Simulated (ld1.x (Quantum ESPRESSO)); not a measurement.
## An all-electron radial function and its pseudo partner (iron)

Columns: radius, all-electron u(r) and pseudo u(r) of the 4s shell (level -8.94 eV) of iron in the configuration [Ar] 3d6 4s1.5 4p0; LDA (PZ), scalar-relativistic, TM scheme, ld1.x (Quantum ESPRESSO) 7.5.

```json
{"r (bohr)": "0.103", "all-electron": "-0.0781", "pseudo": "-0.0141"}
{"r (bohr)": "0.205", "all-electron": "-0.1694", "pseudo": "-0.0286"}
{"r (bohr)": "0.308", "all-electron": "-0.0207", "pseudo": "-0.0442"}
{"r (bohr)": "0.410", "all-electron": "0.1551", "pseudo": "-0.0611"}
{"r (bohr)": "0.513", "all-electron": "0.2650", "pseudo": "-0.0802"}
{"r (bohr)": "0.615", "all-electron": "0.2933", "pseudo": "-0.1018"}
{"r (bohr)": "0.718", "all-electron": "0.2577", "pseudo": "-0.1268"}
{"r (bohr)": "0.820", "all-electron": "0.1818", "pseudo": "-0.1554"}
{"r (bohr)": "0.923", "all-electron": "0.0835", "pseudo": "-0.1886"}
{"r (bohr)": "1.025", "all-electron": "-0.0216", "pseudo": "-0.2261"}
{"r (bohr)": "1.128", "all-electron": "-0.1265", "pseudo": "-0.2687"}
{"r (bohr)": "1.230", "all-electron": "-0.2238", "pseudo": "-0.3151"}
{"r (bohr)": "1.332", "all-electron": "-0.3116", "pseudo": "-0.3647"}
{"r (bohr)": "1.435", "all-electron": "-0.3894", "pseudo": "-0.4163"}
{"r (bohr)": "1.538", "all-electron": "-0.4558", "pseudo": "-0.4672"}
{"r (bohr)": "1.640", "all-electron": "-0.5106", "pseudo": "-0.5144"}
{"r (bohr)": "1.743", "all-electron": "-0.5556", "pseudo": "-0.5564"}
{"r (bohr)": "1.845", "all-electron": "-0.5906", "pseudo": "-0.5907"}
{"r (bohr)": "1.948", "all-electron": "-0.6175", "pseudo": "-0.6175"}
{"r (bohr)": "2.050", "all-electron": "-0.6363", "pseudo": "-0.6363"}
{"r (bohr)": "2.153", "all-electron": "-0.6486", "pseudo": "-0.6486"}
{"r (bohr)": "2.255", "all-electron": "-0.6548", "pseudo": "-0.6548"}
{"r (bohr)": "2.358", "all-electron": "-0.6560", "pseudo": "-0.6560"}
{"r (bohr)": "2.460", "all-electron": "-0.6527", "pseudo": "-0.6527"}
{"r (bohr)": "2.562", "all-electron": "-0.6457", "pseudo": "-0.6457"}
{"r (bohr)": "2.665", "all-electron": "-0.6354", "pseudo": "-0.6354"}
```

Question: How many radial nodes do the two functions have?

Answer: The all-electron 4s function has n − l − 1 = 3 (the table is too coarse to show those close to the nucleus); the pseudo-wave has 0, since the states of the same l below it are removed with the core.

Question: At about which radius was the pseudo-wave matched?

Answer: 2.00 bohr. The columns agree to 0.0005 from 1.84 bohr on; several derivatives are matched, so the curves merge somewhat inside the radius.

Question: Is the pseudo-wave norm-conserving?

Answer: Yes: the TM scheme keeps the norm inside the radius equal to the all-electron one, which fixes the energy derivative of the logarithmic derivative at the level.
